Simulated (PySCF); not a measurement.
## Magnetisability: `C=C=C[C@H](C)C(F)(F)F`, C$_{6}$H$_{7}$F$_{3}$

Molfile (atoms numbered from 1):
```
C6H7F3
     RDKit          3D

 16 15  0  0  0  0  0  0  0  0999 V2000
    3.0161    0.6659    0.2902 C   0  0  0  0  0  0  0  0  0  0  0  0
    1.8064    0.5396   -0.1462 C   0  0  0  0  0  0  0  0  0  0  0  0
    0.5909    0.3985   -0.5771 C   0  0  0  0  0  0  0  0  0  0  0  0
   -0.4846   -0.3304    0.1903 C   0  0  2  0  0  0  0  0  0  0  0  0
   -1.1347   -1.4253   -0.6554 C   0  0  0  0  0  0  0  0  0  0  0  0
   -1.5441    0.6779    0.6220 C   0  0  0  0  0  0  0  0  0  0  0  0
   -1.0349    1.6508    1.3940 F   0  0  0  0  0  0  0  0  0  0  0  0
   -2.1369    1.2855   -0.4165 F   0  0  0  0  0  0  0  0  0  0  0  0
   -2.5291    0.1086    1.3386 F   0  0  0  0  0  0  0  0  0  0  0  0
    3.7821   -0.0571    0.0594 H   0  0  0  0  0  0  0  0  0  0  0  0
    3.3124    1.5081    0.8944 H   0  0  0  0  0  0  0  0  0  0  0  0
    0.2856    0.8206   -1.5251 H   0  0  0  0  0  0  0  0  0  0  0  0
   -0.0654   -0.7521    1.1093 H   0  0  0  0  0  0  0  0  0  0  0  0
   -0.3831   -2.1546   -0.9457 H   0  0  0  0  0  0  0  0  0  0  0  0
   -1.5739   -0.9978   -1.5543 H   0  0  0  0  0  0  0  0  0  0  0  0
   -1.9145   -1.9294   -0.0892 H   0  0  0  0  0  0  0  0  0  0  0  0
  1  2  2  0
  2  3  2  0
  3  4  1  0
  4  5  1  0
  4  6  1  0
  6  7  1  0
  6  8  1  0
  6  9  1  0
  1 10  1  0
  1 11  1  0
  3 12  1  0
  4 13  1  1
  5 14  1  0
  5 15  1  0
  5 16  1  0
M  END
```

Method: PySCF 2.14.0, GIAO KT3/ANO-RCC-VDZP magnetisability, rotational g tensor and spin-rotation constants, non-relativistic, gas phase. Geometry: GFN2-xTB.

(1) How diamagnetic is it, and how anisotropic?

(2) Split it along the inertial axes a, b, c into diamagnetic and paramagnetic parts about the centre of mass, with the quadrupole moment.

(3) And the rotational g tensor?

Answers

(1) Isotropic -1210 × 10⁻³⁰ J/T², or -72.9 × 10⁻⁶ cm³/mol; principal values -1240, -1214, -1176 × 10⁻³⁰ J/T², anisotropy 55 × 10⁻³⁰ J/T² (root of half the summed squared differences of the principal values). The susceptibility is in cgs units.

(2) 
```tsv
axis	χ (10⁻⁶ cm³/mol)	diamagnetic (10⁻⁶ cm³/mol)	paramagnetic (10⁻⁶ cm³/mol)	summed x² of all electrons (Å²)	quadrupole Θ (D Å)
a	-72.3	-544.1	471.8	236.2	+0.72
b	-74.0	-1175.0	1101.0	87.5	+0.26
c	-72.3	-1373.3	1301.0	40.8	-0.99
```
Anisotropies 2χaa − χbb − χcc = +1.7 and 2χbb − χaa − χcc = -3.5 × 10⁻⁶ cm³/mol. Θ is traceless in Buckingham's convention.

(3) 
| axis | rotational constant (GHz) | g | nuclear part | electronic part |
| --- | --- | --- | --- | --- |
| a | 2.6442 | -0.0215 | 0.5647 | -0.5861 |
| b | 1.0573 | -0.0076 | 0.5393 | -0.5469 |
| c | 0.9068 | -0.0069 | 0.5473 | -0.5542 |

Asymmetric top; isotopes 12C, 19F, 1H; no vibrational averaging.
